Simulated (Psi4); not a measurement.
Pair of molecules, SMILES CO with SMILES Br (the first has 6 atoms); geometry from B3LYP-D3(BJ)/def2-TZVP.
(charge 0, multiplicity 1):
```xyz
8

C      0.56062    -0.27753    -0.17024
O     -0.53157    -0.25315     0.75537
H      0.20021    -0.23210    -1.20030
H      1.07563    -1.22292    -0.01576
H      1.26092     0.54109     0.01286
H     -1.01020     0.57794     0.66183
Br     0.82410    -0.40791     3.68244
H      0.13174    -0.37411     2.39902
```

Method: SAPT0/aug-cc-pVDZ run with Psi4.

Q: Which attractive term is largest, and how does the interaction split up?

A: electrostatics -13.60, exchange 18.02, induction -7.08, dispersion -4.52, total -7.18 kcal/mol; the largest attraction is electrostatics.
